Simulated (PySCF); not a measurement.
Simulated Si 2p region for `[SiH3][Se][SiH3]`, binding energy against the vacuum level.

Every computed line was given a Gaussian of 0.5 eV full width at half maximum and an area set by the number of equivalent atoms (split 2:1 within a doublet); the highest printed point is 100. Computed with delta-SCF UKS SCAN, pcX-2 on the ionised atom, pcseg-1 elsewhere, spin-free X2C in PySCF.

```tsv
binding energy (eV)	intensity
106.5	0
106.6	1
106.7	4
106.8	12
106.9	29
107.0	55
107.1	83
107.2	100
107.3	98
107.4	79
107.5	58
107.6	47
107.7	47
107.8	51
107.9	50
108.0	41
108.1	27
108.2	14
108.3	6
108.4	2
108.5	1
108.6	0
```

**Question.** Count the maxima, the lines and the sites behind this envelope.

**Answer.** The curve has 2 maxima (at 107.2 and 107.8 eV). Under it lie 2 lines from 1 inequivalent silicon site, drawn as a 2p3/2, 2p1/2 pair.

**Question.** Decompose the envelope and assign each component. Numbering: `[SiH3:1][Se:2][SiH3:3]`.

**Answer.** 
| position (eV) | relative area | line | atoms | environment |
| --- | --- | --- | --- | --- |
| 107.23 | 1.33 | Si 2p3/2 | Si1/Si3 | SiH3 silicon |
| 107.86 | 0.67 | Si 2p1/2 | Si1/Si3 | SiH3 silicon |

No satellites, vibrations or lifetime broadening are included. The first atom of each set that the bonding makes equivalent was ionised and stands for the set. Spin–orbit coupling isn't in the SCF: each 2p doublet comes from a relaxed spin-free hole plus a matrix of the shell (mean-field spin–orbit coupling and the ground-state 2p splitting), with 2p3/2 averaged over its two sublevels. 2p1/2 minus 2p3/2 (ligand field included): Si 0.62 eV. Geometry: PBE0-D3(BJ)/def2-SVP; no solvent, vibrations or thermal averaging.
